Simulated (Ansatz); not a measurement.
`BC(=C)Cl`, one more setting.

```yaml
crystal:
  periodic: [false, false, false]
  atoms:
    - {symbol: B, position_ang: [-0.387533, 1.101993, -0.271603]}
    - {symbol: C, position_ang: [-0.155678, -0.277066, -0.242251]}
    - {symbol: C, position_ang: [0.713391, -0.776318, 0.601835]}
    - {symbol: Cl, position_ang: [-1.176920, -1.554192, -1.232448]}
    - {symbol: H, position_ang: [-1.210975, 1.655058, -1.138524]}
    - {symbol: H, position_ang: [0.263542, 1.871280, 0.355763]}
    - {symbol: H, position_ang: [0.798063, -1.866629, 0.767585]}
    - {symbol: H, position_ang: [1.230160, -0.272311, 1.336542]}
basis:
  gaussian: {orbitals: def2-TZVPD}
hamiltonian: {xc: {name: B3LYP5}}
output: {forces: true}
```

```sh
$ ansatz run in.yaml --threads 2 --pin off --events-out ev --progress --plain --max-ram 4352MiB
```

Shortened log:

```
Functional definition: B3LYP5
1013 factors; their error is unknown
mean field evaluation 1: about -15326.8919 eV, gradient 5.4e1 eV
mean field evaluation 2: about -15318.9610 eV, gradient 7.4e1 eV
mean field evaluation 4: about -15334.2557 eV, gradient 4.2e0 eV
mean field evaluation 8: about -15334.3035 eV, gradient 3.8e-1 eV
mean field evaluation 16: about -15334.3037 eV, gradient 2.8e-5 eV
mean field -15334.30371643 eV, -563.5252676145 hartree, gradient 2.9e-5 eV, S^2 0.000000; 0 other end points of the search recorded, 0 dependent functions left out
reference -15334.30399773 eV, -563.5252779520 hartree; 19, 19 occupied and 174, 174 virtual orbitals, 1013 factors
Total energy: -15334.30399773 eV, -563.5252779520 hartree
Atom 0 at    -0.387533     1.101993    -0.271603 Å, force    -2.400751     5.830278    -2.838899 eV/Å
Atom 1 at    -0.155678    -0.277066    -0.242251 Å, force    -0.638489    -4.682998    -0.800912 eV/Å
Atom 2 at     0.713391    -0.776318     0.601835 Å, force    -0.450630    -3.761968     0.362907 eV/Å
Atom 3 at    -1.176920    -1.554192    -1.232448 Å, force     1.065166     1.445448     0.861111 eV/Å
Atom 4 at    -1.210975     1.655058    -1.138524 Å, force     1.143770    -0.909961     1.565142 eV/Å
Atom 5 at     0.263542     1.871280     0.355763 Å, force     0.046704    -0.175037     0.302999 eV/Å
Atom 6 at     0.798063    -1.866629     0.767585 Å, force     0.094752     0.450526    -0.472959 eV/Å
Atom 7 at     1.230160    -0.272311     1.336542 Å, force     1.139478     1.803711     1.020611 eV/Å
Dipole moment:     0.371658    -0.021450     0.426165 e Å
```

Run time 4.5 s (2 threads of an Arm Neoverse V1 on a shared host); peak host memory 0.39 GiB.
